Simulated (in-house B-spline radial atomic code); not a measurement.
How numerical settings move a run on Be II (Be+), [He] 2s1. Computed with a B-spline radial code for spherical atoms: non-relativistic LDA PW92, spherical fractional occupations, point nucleus.

Command:
```bash
python run_scf.py task.json out
```
Settings of the sound reference run:
```
Z                4
electrons        3
configuration    [He] 2s1
hamiltonian      nr
method           lda,pw
spin_polarised   False
knot_spacing     0.22
spline_order     8
gauss_points     12
box_radius       35.29
max_iterations   70
damping          0.5
damped_steps     3
diis_vectors     10
tolerance        1e-08
start            Thomas-Fermi
```

Time taken, with all properties: 0.21 s on 1 thread of Arm Neoverse N1, with other jobs on the host.

It converges in 7 iterations to -14.096931 hartree, with 2s at -13.6382 eV. The other runs change the listed settings, some to values that make no sense; their results aren't properties of the atom or ion. Radii are in bohr (the nuclear one in fm), a minus after a letter asks for a j subshell, and «unchanged» means within 1e-8 hartree. The run stops when the residual is below 10 × tolerance × max(1, Z/10), or a noise floor if that is larger, and the energy moves by less than 1e-8 × √|E| hartree; so very loose and very tight tolerances often act alike.

```tsv
changed settings	outcome
knot_spacing = 0.55	converged in 7 iterations, energy +3.10e-05 hartree from the reference, 2s level -2.3e-04 eV
gauss_points = 16	converged in 7 iterations, energy unchanged
knot_spacing = 0.55, gauss_points = 16, max_iterations = 3, damping = 0.8	not converged after 3 iterations, last residual 4.2e-02, last energy +4.81e-03 hartree from the reference
spline_order = 4, max_iterations = 60, damping = 0, start = bare nucleus	converged in 7 iterations, energy +2.45e-06 hartree from the reference, 2s level +5.6e-06 eV
knot_spacing = 0.75	converged in 7 iterations, energy +1.32e-03 hartree from the reference, 2s level -4.9e-04 eV
spline_order = 3	converged in 7 iterations, energy +2.02e-04 hartree from the reference, 2s level +4.3e-04 eV
first_knot = 0.00025, max_iterations = 75, damped_steps = 8	converged in 11 iterations, energy unchanged, 2s level +4.7e-07 eV
gauss_points = 3	converged in 7 iterations, energy -5.56e+03 hartree from the reference, 2s level -2.5e+01 eV
knot_spacing = 0.3	converged in 7 iterations, energy +1.30e-08 hartree from the reference
knot_spacing = 2	converged in 7 iterations, energy +2.47e-01 hartree from the reference, 2s level -4.2e-02 eV (the program warns: 1s reaches the box edge)
spline_order = 5	converged in 7 iterations, energy +5.91e-08 hartree from the reference
knot_spacing = 1	converged in 7 iterations, energy +5.25e-03 hartree from the reference, 2s level +6.2e-04 eV
knot_spacing = 0.4	converged in 7 iterations, energy +3.82e-07 hartree from the reference, 2s level -3.5e-06 eV
```

Q: What happens with electrons = 4, configuration = [He] 2s1 3p-1, max_iterations = 60?

A: Stopped with error: j subshells need the Dirac Hamiltonian and l > 0.

Q: What happens with hamiltonian = dirac, method = hf, spin_polarised = True, nucleus = fermi, rms_radius = 2.519, mass_number = 9, atomic_mass = 9.012183, speed_of_light = 137.036?

A: Stopped with error: spin polarisation is not served with the Dirac Hamiltonian.

Q: What happens with spline_order = 4?

A: Converged in 7 iterations, energy +2.45e-06 hartree from the reference, 2s level +5.1e-06 eV.

Q: What happens with knot_spacing = 1.4?

A: Converged in 7 iterations, energy +7.49e-02 hartree from the reference, 2s level -2.0e-02 eV.
